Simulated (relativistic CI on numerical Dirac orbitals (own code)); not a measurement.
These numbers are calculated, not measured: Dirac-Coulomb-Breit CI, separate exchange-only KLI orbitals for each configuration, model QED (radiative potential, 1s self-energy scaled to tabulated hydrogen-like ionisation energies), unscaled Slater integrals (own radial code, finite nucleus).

The strongest absorption lines from the ground level of an ion, among the configurations computed and to levels below about 248 eV (vacuum wavelength in Å, gf): 50.263 (3.5), 50.320 (0.15), 50.994 (0.18), 51.444 (0.034), 56.892 (0.01), 59.641 (0.016), 65.343 (0.26).

(1) Which ion is it?
A. Hf³²⁺
B. Re³⁷⁺
C. Pt³⁸⁺
D. Re³⁵⁺

## Answers

(1) D. Re³⁵⁺ has 40 electrons and the ground level 4s2 4p6 4d4 3P_0; the strongest line goes to 4s2 4p6 4d3 4f 3D°_1. The pattern of lines fixes the number of electrons, and along that sequence the line energies rise steadily with the charge (about as its square where n changes within one kind of shell, about linearly where n is kept but much faster in heavy ions where fine structure, which grows about as Z⁴, sets the gap, and irregularly where shells cross), which fixes Z. Configurations outside the model, such as inner-shell arrays, can give stronger lines. At this charge energies of transitions that change n are usually good to better than 1 %, and those within a shell (Δn = 0) to a few per cent. Terms inside the open d or f shell come out 10 to 20 % too wide with unscaled integrals.

LS names give the leading component of a level, which can be under half, so a name can repeat, a term be missing and a line seem to break the LS rules.
